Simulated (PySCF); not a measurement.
PySCF input for Al(Br)(NH2)(NMe2) (C2H8AlBrN2), SMILES C[N](C)[Al]([NH2])[Br], TDA-CAM-B3LYP/def2-SVPD. Geometry: ωB97X-D3(BJ)/def2-SVP. Other conformers were not sampled.

```python
import numpy as np
from pyscf import gto, scf, dft, tdscf

mol = gto.M(
    atom='''
    Al   -0.00835895    0.62949579   -0.27195703
    Br   -1.09996498   -1.32658109   -0.52734031
    N    -0.48328469    1.98169787   -1.30410544
    H    -1.21955768    1.91701525   -1.99878270
    H    -0.08499771    2.91376415   -1.30581769
    N     1.27481144    0.73264460    0.94753395
    C     1.68699402   -0.36164453    1.80368634
    C     2.02379919    1.95035267    1.18318637
    H     2.75511007   -0.61739927    1.65542477
    H     1.55562571   -0.11409130    2.87593188
    H     1.09432164   -1.26519168    1.59386806
    H     1.90932871    2.30997396    2.22526927
    H     3.10837176    1.80946250    1.00358377
    H     1.68379183    2.76071278    0.51763887
    ''',
    basis='def2-SVPD',
    charge=0,
    spin=0,
    max_memory=1600,
    verbose=4,
)
mf = dft.RKS(mol, xc='cam-b3lyp').density_fit(auxbasis='def2-universal-jkfit')
mf.grids.level = 3
mf.conv_tol = 1e-9
mf.max_cycle = 100
mf.kernel()
mf.grids = dft.Grids(mol).set(level=1).build(with_non0tab=True)  # coarser grid for the response kernel
td = tdscf.TDA(mf)
td.singlet = True
td.nstates = 6
td.conv_tol = 1e-4
td.kernel(x0=td.get_init_guess(mf, 11))
td.analyze()
tt = tdscf.TDA(mf)
tt.singlet = False
tt.nstates = 2
tt.conv_tol = 1e-4
tt.kernel(x0=tt.get_init_guess(mf, 7))
tt.analyze(verbose=3)
```

Output:

```
PySCF version 2.14.0

[INPUT] verbose = 4
[INPUT] num. atoms = 14
[INPUT] num. electrons = 82
[INPUT] charge = 0
[INPUT] spin (= nelec alpha-beta = 2S) = 0
[INPUT] symmetry False subgroup None
[INPUT] Mole.unit = angstrom
[INPUT] Symbol           X                Y                Z      unit          X                Y                Z       unit  Magmom
[INPUT]  1 Al    -0.008358950000   0.629495790000  -0.271957030000 AA   -0.015796126189   1.189574639667  -0.513924304350 Bohr   0.0
[INPUT]  2 Br    -1.099964980000  -1.326581090000  -0.527340310000 AA   -2.078632558813  -2.506874942127  -0.996528760343 Bohr   0.0
[INPUT]  3 N     -0.483284690000   1.981697870000  -1.304105440000 AA   -0.913275704295   3.744866235934  -2.464402119155 Bohr   0.0
[INPUT]  4 H     -1.219557680000   1.917015250000  -1.998782700000 AA   -2.304630008310   3.622633799115  -3.777151885519 Bohr   0.0
[INPUT]  5 H     -0.084997710000   2.913764150000  -1.305817690000 AA   -0.160622393115   5.506216235076  -2.467637802712 Bohr   0.0
[INPUT]  6 N      1.274811440000   0.732644600000   0.947533950000 AA    2.409044482062   1.384497640642   1.790579659227 Bohr   0.0
[INPUT]  7 C      1.686994020000  -0.361644530000   1.803686340000 AA    3.187956671579  -0.683409116147   3.408473197219 Bohr   0.0
[INPUT]  8 C      2.023799190000   1.950352670000   1.183186370000 AA    3.824426200217   3.685632392614   2.235898193618 Bohr   0.0
[INPUT]  9 H      2.755110070000  -0.617399270000   1.655424770000 AA    5.206403475331  -1.166715529806   3.128299435121 Bohr   0.0
[INPUT] 10 H      1.555625710000  -0.114091300000   2.875931880000 AA    2.939706544232  -0.215601310196   5.434723606106 Bohr   0.0
[INPUT] 11 H      1.094321640000  -1.265191680000   1.593868060000 AA    2.067968191785  -2.390865770278   3.011974112092 Bohr   0.0
[INPUT] 12 H      1.909328710000   2.309973960000   2.225269270000 AA    3.608108343669   4.365218139277   4.205149473711 Bohr   0.0
[INPUT] 13 H      3.108371760000   1.809462500000   1.003583770000 AA    5.873971319732   3.419388557671   1.896498468358 Bohr   0.0
[INPUT] 14 H      1.683791830000   2.760712780000   0.517638870000 AA    3.181905409480   5.216991062787   0.978195695729 Bohr   0.0

nuclear repulsion = 484.629089625253
number of shells = 89
number of NR pGTOs = 325
number of NR cGTOs = 209
basis = def2-SVPD
ecp = {}


[settings echo left out]
init E= -3006.0558171328
  HOMO = -0.267052280179078  LUMO = -0.0541960973247742  gap/eV = 5.79211
cycle= 1 E= -3006.71044699445  delta_E= -0.655  |g|= 0.522  |ddm|= 5.93
  HOMO = -0.226306302270048  LUMO = 0.0144291615556362  gap/eV = 6.55075
cycle= 2 E= -3006.70209334638  delta_E= 0.00835  |g|= 0.585  |ddm|= 1.47
  HOMO = -0.2920047654475  LUMO = 0.00518889595715555  gap/eV = 8.08705
cycle= 3 E= -3006.77599082781  delta_E= -0.0739  |g|= 0.0523  |ddm|= 0.592
  HOMO = -0.284757193788193  LUMO = 0.00692656616426257  gap/eV = 7.93712
cycle= 4 E= -3006.77667602581  delta_E= -0.000685  |g|= 0.0187  |ddm|= 0.121
  HOMO = -0.28768012073197  LUMO = 0.00649320233442197  gap/eV = 8.00486
cycle= 5 E= -3006.77676881081  delta_E= -9.28e-05  |g|= 0.0083  |ddm|= 0.0374
  HOMO = -0.286804398109626  LUMO = 0.00657464656191653  gap/eV = 7.98325
cycle= 6 E= -3006.77678155612  delta_E= -1.27e-05  |g|= 0.00205  |ddm|= 0.0103
  HOMO = -0.287006058036432  LUMO = 0.00660651087107622  gap/eV = 7.98960
cycle= 7 E= -3006.77678255359  delta_E= -9.97e-07  |g|= 0.000808  |ddm|= 0.00363
  HOMO = -0.286951439845542  LUMO = 0.00658729799434044  gap/eV = 7.98760
cycle= 8 E= -3006.77678273739  delta_E= -1.84e-07  |g|= 0.000131  |ddm|= 0.00154
  HOMO = -0.286968915117118  LUMO = 0.00658584316468991  gap/eV = 7.98803
cycle= 9 E= -3006.77678274356  delta_E= -6.18e-09  |g|= 3.8e-05  |ddm|= 0.00034
  HOMO = -0.286966702741327  LUMO = 0.00658845679914366  gap/eV = 7.98804
cycle= 10 E= -3006.77678274414  delta_E= -5.73e-10  |g|= 9.86e-06  |ddm|= 0.000106
  HOMO = -0.286969463485404  LUMO = 0.00658748486089999  gap/eV = 7.98809
Extra cycle  E= -3006.77678274416  delta_E= -2.14e-11  |g|= 7.97e-06  |ddm|= 3.48e-05
converged SCF energy = -3006.77678274416
tot grids = 54064


******** <class 'pyscf.tdscf.rks.TDA'> for <class 'pyscf.df.df_jk.DFRKS'> ********
nstates = 6 singlet
deg_eia_thresh = 1.000e-03
wfnsym = None
conv_tol = 0.0001
eigh lindep = 1e-12
eigh level_shift = 0
eigh max_cycle = 100


Excitation energies (eV)
[5.10850798 6.13418896 6.36131645 6.47140062 6.71316162 6.94585537]

** Singlet excitation energies and oscillator strengths **
Excited State   1:      5.10851 eV    242.70 nm  f=0.0000
      41 -> 42        0.66401
      41 -> 46        0.15078
Excited State   2:      6.13419 eV    202.12 nm  f=0.0244
      40 -> 42       -0.64693
      40 -> 45        0.10852
      41 -> 45       -0.16761
Excited State   3:      6.36132 eV    194.90 nm  f=0.1801
      41 -> 43        0.68478
Excited State   4:      6.47140 eV    191.59 nm  f=0.0240
      41 -> 44        0.52624
      41 -> 45        0.38734
      41 -> 46       -0.18138
Excited State   5:      6.71316 eV    184.69 nm  f=0.0036
      40 -> 42       -0.16730
      41 -> 44       -0.35947
      41 -> 45        0.48531
      41 -> 46        0.10145
      41 -> 47       -0.20812
Excited State   6:      6.94586 eV    178.50 nm  f=0.0858
      39 -> 42       -0.64455
      39 -> 44        0.21962

** Transition electric dipole moments (AU) **
state          X           Y           Z        Dip. S.      Osc.
  1        -0.0074      0.0043      0.0068      0.0001      0.0000
  2        -0.2689      0.1169      0.2764      0.1624      0.0244
  3        -0.7811     -0.0997     -0.7317      1.1556      0.1801
  4        -0.2716      0.1081      0.2563      0.1512      0.0240
  5        -0.0955      0.0423      0.1050      0.0219      0.0036
  6        -0.4497      0.1826     -0.5185      0.5044      0.0858

** Transition velocity dipole moments (imaginary part, AU) **
state          X           Y           Z        Dip. S.      Osc.
  1        -0.0229      0.0100      0.0233      0.0012      0.0041
  2        -0.0398      0.0174      0.0410      0.0036      0.0105
  3        -0.1244     -0.0203     -0.1150      0.0291      0.0831
  4        -0.0564      0.0225      0.0540      0.0066      0.0185
  5        -0.0162      0.0072      0.0178      0.0006      0.0017
  6        -0.1136      0.0476     -0.1316      0.0325      0.0849

** Transition magnetic dipole moments (imaginary part, AU) **
state          X           Y           Z
  1        -0.1746     -0.1288     -0.1161
  2        -0.7829     -0.4935     -0.5585
  3         0.1926     -0.0894     -0.1881
  4        -0.1632      0.9210     -0.5462
  5         0.2028      0.5745     -0.0322
  6        -0.5021      0.2115      0.5125


******** <class 'pyscf.tdscf.rks.TDA'> for <class 'pyscf.df.df_jk.DFRKS'> ********
nstates = 2 triplet
deg_eia_thresh = 1.000e-03
wfnsym = None
conv_tol = 0.0001
eigh lindep = 1e-12
eigh level_shift = 0
eigh max_cycle = 100


Excitation energies (eV)
[4.87623652 5.40259046]

** Triplet excitation energies and oscillator strengths **
Excited State   1:      4.87624 eV    254.26 nm  f=0.0000
Excited State   2:      5.40259 eV    229.49 nm  f=0.0000
```

The run converged.

Cost: around 8 core-minutes (rough).
